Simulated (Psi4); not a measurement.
Input file for Psi4: SAPT0/aug-cc-pVDZ on BrH7Si2 (a complex), monomers drawn apart or pushed together.

```
memory 1800 MB

molecule dimer {
0 1
Br   -0.49929743    0.26644676   -0.20399063
H     0.26136496   -0.57131658    0.66736226
--
0 1
Si    0.97290129   -1.16029232    5.30588282
Si   -0.55571500    0.61598933    5.40486012
H     2.26749871   -0.77763128    5.91865528
H     1.24241629   -1.55218860    3.89552888
H     0.44175167   -2.35337654    6.00758884
H    -0.78824017    0.96619879    6.82760408
H    -1.84310782    0.22063395    4.78912489
H    -0.01388483    1.79978342    4.69932369
units angstrom
symmetry c1
no_reorient
no_com
}

set {
  basis aug-cc-pVDZ
  scf_type df
  freeze_core true
}

energy('sapt0')
```

It printed:

```
[...]
==> Input File <==

--------------------------------------------------------------------------
memory 1800 MB

molecule dimer {
0 1
Br   -0.49929743    0.26644676   -0.20399063
H     0.26136496   -0.57131658    0.66736226
--
0 1
Si    0.97290129   -1.16029232    5.30588282
Si   -0.55571500    0.61598933    5.40486012
H     2.26749871   -0.77763128    5.91865528
H     1.24241629   -1.55218860    3.89552888
H     0.44175167   -2.35337654    6.00758884
H    -0.78824017    0.96619879    6.82760408
H    -1.84310782    0.22063395    4.78912489
H    -0.01388483    1.79978342    4.69932369
units angstrom
symmetry c1
no_reorient
no_com
}

set {
  basis aug-cc-pVDZ
  scf_type df
  freeze_core true
}

energy('sapt0')
--------------------------------------------------------------------------


   => Loading Basis Set <=

    Name: AUG-CC-PVDZ
    Role: ORBITAL
    Keyword: BASIS
    atoms 1       entry BR         line  3326 file aug-cc-pvdz.gbs
    atoms 2, 5-10 entry H          line    40 file aug-cc-pvdz.gbs
    atoms 3-4     entry SI         line   570 file aug-cc-pvdz.gbs

   => Loading Basis Set <=

    Name: AUG-CC-PVDZ
    Role: ORBITAL
    Keyword: BASIS
    atoms 1       entry BR         line  3326 file aug-cc-pvdz.gbs
    atoms 2, 5-10 entry H          line    40 file aug-cc-pvdz.gbs
    atoms 3-4     entry SI         line   570 file aug-cc-pvdz.gbs


  //>>>>>>>>>>>>>>>>>>>>>>>>>>>>>>>>>>>//
  //              Dimer HF             //
  //<<<<<<<<<<<<<<<<<<<<<<<<<<<<<<<<<<<//

   => Libint2 <=

    Primary   basis highest AM E, G, H:  7, 6, 3
    Auxiliary basis highest AM E, G, H:  7, 7, 4
    Onebody   basis highest AM E, G, H:  -, -, -
    Solid Harmonics ordering:            Gaussian


   => Loading Basis Set <=

    Name: AUG-CC-PVDZ
    Role: ORBITAL
    Keyword: BASIS
    atoms 1       entry BR         line  3326 file aug-cc-pvdz.gbs
    atoms 2, 5-10 entry H          line    40 file aug-cc-pvdz.gbs
    atoms 3-4     entry SI         line   570 file aug-cc-pvdz.gbs


         ---------------------------------------------------------
                                   SCF
               by Justin Turney, Rob Parrish, Andy Simmonett
                          and Daniel G. A. Smith
                              RHF Reference
                        1 Threads,   1716 MiB Core
         ---------------------------------------------------------

  ==> Geometry <==

    Molecular point group: c1
    Full point group: C1

    Geometry (in Angstrom), charge = 0, multiplicity = 1:

       Center              X                  Y                   Z               Mass
    ------------   -----------------  -----------------  -----------------  -----------------
         BR          -0.499297430000     0.266446760000    -0.203990630000    78.918337600000
         H            0.261364960000    -0.571316580000     0.667362260000     1.007825032230
         SI           0.972901290000    -1.160292320000     5.305882820000    27.976926534650
         SI          -0.555715000000     0.615989330000     5.404860120000    27.976926534650
         H            2.267498710000    -0.777631280000     5.918655280000     1.007825032230
         H            1.242416290000    -1.552188600000     3.895528880000     1.007825032230
         H            0.441751670000    -2.353376540000     6.007588840000     1.007825032230
         H           -0.788240170000     0.966198790000     6.827604080000     1.007825032230
         H           -1.843107820000     0.220633950000     4.789124890000     1.007825032230
         H           -0.013884830000     1.799783420000     4.699323690000     1.007825032230

  Running in c1 symmetry.

  Rotational constants: A =      0.13548  B =      0.00934  C =      0.00882 [cm^-1]
  Rotational constants: A =   4061.52093  B =    279.97930  C =    264.28074 [MHz]
  Nuclear repulsion =  216.722006976927560

  Charge       = 0
  Multiplicity = 1
  Electrons    = 70
  Nalpha       = 35
  Nbeta        = 35

  ==> Algorithm <==

  SCF Algorithm Type is DF.
  DIIS enabled.
  MOM disabled.
  Fractional occupation disabled.
  Guess Type is SAD.
  Energy threshold   = 1.00e-08
  Density threshold  = 1.00e-08
  Integral threshold = 1.00e-12

  ==> Primary Basis <==

  Basis Set: AUG-CC-PVDZ
    Blend: AUG-CC-PVDZ
    Number of shells: 71
    Number of basis functions: 153
    Number of Cartesian functions: 160
    Spherical Harmonics?: true
    Max angular momentum: 2

   => Loading Basis Set <=

    Name: (AUG-CC-PVDZ AUX)
    Role: JKFIT
    Keyword: DF_BASIS_SCF
    atoms 1       entry BR         line  1380 file aug-cc-pvdz-jkfit.gbs
    atoms 2, 5-10 entry H          line    70 file aug-cc-pvdz-jkfit.gbs
    atoms 3-4     entry SI         line   526 file aug-cc-pvdz-jkfit.gbs

  ==> Integral Setup <==

  DFHelper Memory: AOs need 0.119 GiB; user supplied 1.257 GiB.
  SCF_SUBTYPE=INCORE selected. In-core MEM_DF algorithm will be used.
  Using in-core AOs.

  ==> MemDFJK: Density-Fitted J/K Matrices <==

 
[...]
2.385463   139A      2.939325   140A      5.892802
     141A     11.647713   142A     11.665649   143A     11.935285
     144A     23.114175   145A     23.120618   146A     23.196075
     147A     23.207688   148A     23.347614   149A     41.537886
     150A    135.499467   151A    135.524743   152A    135.894220
     153A    699.908887

    Final Occupation by Irrep:
              A
    DOCC [    17 ]
    NA   [    17 ]
    NB   [    17 ]

  @DF-RHF Final Energy:  -581.34047558186808

   => Energetics <=

    Nuclear Repulsion Energy =             90.7159996582678900
    One-Electron Energy =                -986.0663727089315671
    Two-Electron Energy =                 314.0098974687954865
    Total Energy =                       -581.3404755818680769

Computation Completed


Properties will be evaluated at   0.000000,   0.000000,   0.000000 [a0]

Properties computed using the SCF density matrix


 Multipole Moments:

 ------------------------------------------------------------------------------------
     Multipole            Electronic (a.u.)      Nuclear  (a.u.)        Total (a.u.)
 ------------------------------------------------------------------------------------

 L = 1.  Multiply by 2.5417464519 to convert [e a0] to [Debye]
 Dipole X            :        -13.5399084           13.5059518           -0.0339566
 Dipole Y            :         17.6459012          -17.6062422            0.0396590
 Dipole Z            :       -344.0935906          344.0968794            0.0032887
 Magnitude           :                                                    0.0523135

 ------------------------------------------------------------------------------------

  Constructing Basis Sets for SAPT...

   => Loading Basis Set <=

    Name: (AUG-CC-PVDZ AUX)
    Role: RIFIT
    Keyword: DF_BASIS_SAPT
    atoms 1       entry BR         line   970 file aug-cc-pvdz-ri.gbs
    atoms 2, 5-10 entry H          line    30 file aug-cc-pvdz-ri.gbs
    atoms 3-4     entry SI         line   400 file aug-cc-pvdz-ri.gbs

   => Loading Basis Set <=

    Name: (AUG-CC-PVDZ AUX)
    Role: JKFIT
    Keyword: DF_BASIS_ELST
    atoms 1       entry BR         line  1380 file aug-cc-pvdz-jkfit.gbs
    atoms 2, 5-10 entry H          line    70 file aug-cc-pvdz-jkfit.gbs
    atoms 3-4     entry SI         line   526 file aug-cc-pvdz-jkfit.gbs


  //>>>>>>>>>>>>>>>>>>>>>>>>>>>>>>>>>>>//
  //               SAPT0               //
  //<<<<<<<<<<<<<<<<<<<<<<<<<<<<<<<<<<<//



        SAPT0
    Ed Hohenstein
     6 June 2009

      Orbital Information
  --------------------------
    NSO        =       153
    NMO        =       153
    NRI        =       475
    NRI (Elst) =       674
    NOCC A     =        18
    NOCC B     =        17
    FOCC A     =         9
    FOCC B     =        10
    NVIR A     =       135
    NVIR B     =       136

    Elst10,r            =    -0.000057739391 [Eh]
    Exch10              =     0.000047941071 [Eh]
    Exch10 (S^2)        =     0.000047938613 [Eh]

    Maxiter = 50
    CPHF R converge = 1.000000E-08

    Iter     Energy [mEh]          dE [mEh]         Residual      Time [s]
       1      -0.00295355       0.002953553     2.186584e-04             0
       2      -0.00339673       0.000443181     6.174344e-05             0
       3      -0.00347310       0.000076363     1.273949e-05             0
       4      -0.00345748      -0.000015615     3.890382e-06             0
       5      -0.00345692      -0.000000560     1.147001e-06             0
       6      -0.00345782       0.000000898     2.654818e-07             0
       7      -0.00345765      -0.000000169     5.551451e-08             0
       8      -0.00345766       0.000000010     1.459684e-08             0
       9      -0.00345766       0.000000003     2.941260e-09             0

    CHF Iterations converged

    Maxiter = 50
    CPHF R converge = 1.000000E-08

    Iter     Energy [mEh]          dE [mEh]         Residual      Time [s]
       1      -0.03683989       0.036839891     1.040334e-03             0
       2      -0.04825891       0.011419024     2.249535e-04             0
       3      -0.04889740       0.000638483     4.175882e-05             0
       4      -0.04871081      -0.000186590     7.068903e-06             0
       5      -0.04872267       0.000011858     1.624727e-06             0
       6      -0.04872407       0.000001406     3.390277e-07             0
       7      -0.04872346      -0.000000609     4.987540e-08             0
       8      -0.04872350       0.000000039     8.635595e-09             0

    CHF Iterations converged

    Ind20,r (A<-B)      =    -0.000003457665 [Eh]
    Ind20,r (B<-A)      =    -0.000048723501 [Eh]
    Ind20,r             =    -0.000052181166 [Eh]
    Exch-Ind20,r (A<-B) =     0.000002203125 [Eh]
    Exch-Ind20,r (B<-A) =     0.000005361740 [Eh]
    Exch-Ind20,r        =     0.000007564865 [Eh]
    Disp20              =    -0.000545642960 [Eh]
    Disp20 (SS)         =    -0.000272821480 [Eh]
    Disp20 (OS)         =    -0.000272821480 [Eh]
    Exch-Disp20         =     0.000006285319 [Eh]
    Exch-Disp20 (SS)    =     0.000004513789 [Eh]
    Exch-Disp20 (OS)    =     0.000001771530 [Eh]

    SAPT Results
  --------------------------------------------------------------------------------------------------------
    Electrostatics                 -0.05773939 [mEh]      -0.03623201 [kcal/mol]      -0.15159475 [kJ/mol]
      Elst10,r                     -0.05773939 [mEh]      -0.03623201 [kcal/mol]      -0.15159475 [kJ/mol]

    Exchange                        0.04794107 [mEh]       0.03008348 [kcal/mol]       0.12586926 [kJ/mol]
      Exch10                        0.04794107 [mEh]       0.03008348 [kcal/mol]       0.12586926 [kJ/mol]
      Exch10(S^2)                   0.04793861 [mEh]       0.03008193 [kcal/mol]       0.12586281 [kJ/mol]

    Induction                      -0.05021468 [mEh]      -0.03151019 [kcal/mol]      -0.13183864 [kJ/mol]
      Ind20,r                      -0.05218117 [mEh]      -0.03274418 [kcal/mol]      -0.13700163 [kJ/mol]
      Exch-Ind20,r                  0.00756487 [mEh]       0.00474702 [kcal/mol]       0.01986155 [kJ/mol]
      delta HF,r (2)               -0.00559838 [mEh]      -0.00351304 [kcal/mol]      -0.01469855 [kJ/mol]

    Dispersion                     -0.53935764 [mEh]      -0.33845203 [kcal/mol]      -1.41608329 [kJ/mol]
      Disp20                       -0.54564296 [mEh]      -0.34239613 [kcal/mol]      -1.43258539 [kJ/mol]
      Exch-Disp20                   0.00628532 [mEh]       0.00394410 [kcal/mol]       0.01650210 [kJ/mol]
      Disp20 (SS)                  -0.27282148 [mEh]      -0.17119806 [kcal/mol]      -0.71629270 [kJ/mol]
      Disp20 (OS)                  -0.27282148 [mEh]      -0.17119806 [kcal/mol]      -0.71629270 [kJ/mol]
      Exch-Disp20 (SS)              0.00451379 [mEh]       0.00283245 [kcal/mol]       0.01185095 [kJ/mol]
      Exch-Disp20 (OS)              0.00177153 [mEh]       0.00111165 [kcal/mol]       0.00465115 [kJ/mol]

  Total HF                         -0.06001300 [mEh]      -0.03765873 [kcal/mol]      -0.15756412 [kJ/mol]
  Total SAPT0                      -0.59937065 [mEh]      -0.37611076 [kcal/mol]      -1.57364741 [kJ/mol]

  Special recipe for scaled SAPT0 (see Manual):
    Electrostatics sSAPT0          -0.05773939 [mEh]      -0.03623201 [kcal/mol]      -0.15159475 [kJ/mol]
    Exchange sSAPT0                 0.04794107 [mEh]       0.03008348 [kcal/mol]       0.12586926 [kJ/mol]
    Induction sSAPT0               -0.05021352 [mEh]      -0.03150946 [kcal/mol]      -0.13183558 [kJ/mol]
    Dispersion sSAPT0              -0.53935667 [mEh]      -0.33845142 [kcal/mol]      -1.41608075 [kJ/mol]
  Total sSAPT0                     -0.59936851 [mEh]      -0.37610942 [kcal/mol]      -1.57364182 [kJ/mol]
  --------------------------------------------------------------------------------------------------------



*** Psi4 exiting successfully. Buy a developer a beer!
```

The run finished.

Cost: about 18 core-seconds (a rough figure).
